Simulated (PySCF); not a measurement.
Geometry (Å), atoms numbered from 1 in this order:
```xyz
21

C    -3.1552    1.1467   -0.7663
C    -2.2802    0.0795   -1.4099
C    -1.0085   -0.2784   -0.6150
Si   -1.3523   -1.0836    1.0628
Si    0.2095    1.1494   -0.4742
O     1.6612    0.5818    0.0755
Si    2.9822   -0.3586    0.3638
H    -4.0519    1.3390   -1.3741
H    -2.6231    2.1051   -0.6538
H    -3.4959    0.8455    0.2375
H    -2.8812   -0.8340   -1.5616
H    -1.9899    0.4130   -2.4219
H    -0.4470   -1.0486   -1.1790
H    -2.4153   -2.1284    0.9137
H    -1.8165   -0.0886    2.0788
H    -0.1114   -1.7306    1.5863
H    -0.2567    2.1950    0.4843
H     0.3971    1.7771   -1.8204
H     3.6336    0.0826    1.6309
H     3.9562   -0.2283   -0.7610
H     2.5810   -1.7926    0.4906
```

Geometry: PBE0-D3(BJ)/def2-SVP; GIAO absolute shieldings from PySCF, gas phase, non-relativistic, averaged over equivalent atoms.

At KT3/pcSseg-1 (210 basis functions, 54 s wall time on 1 thread of an Arm Neoverse V1, shared host):
| atoms | σ (ppm) |
| --- | --- |
| C2 | 155.5 |
| C1 | 166.2 |
| C3 | 172.1 |
| Si5 | 379.3 |
| Si7 | 410.1 |
| Si4 | 428.2 |
| O6 | 317.7 |
| H18 | 26.13 |
| H17 | 26.17 |
| H19/H20/H21 | 26.33 |
| H14/H15/H16 | 27.34 |
| H12 | 29.31 |
| H11 | 29.59 |
| H8/H9/H10 | 30.43 |
| H13 | 30.77 |

Q: Predict the values at PBE0/pcSseg-1 on the same geometry.

A: 
```tsv
atoms	σ at PBE0/pcSseg-1	change
C2	160.9	+5.4
C1	169.6	+3.4
C3	176.6	+4.5
Si5	362.3	-17.0
Si7	393.8	-16.3
Si4	414.4	-13.8
O6	325.1	+7.4
H18	26.06	-0.07
H17	26.10	-0.07
H19/H20/H21	26.23	-0.10
H14/H15/H16	27.17	-0.17
H12	29.43	+0.12
H11	29.68	+0.09
H8/H9/H10	30.40	-0.03
H13	30.90	+0.13
```

The largest change is at Si5 (silicon bonded to C, O, 2 H). Cost: 210 basis functions, 37 s wall time on 1 thread of an Arm Neoverse V1, shared host. The order of the carbon signals is the same at both levels.
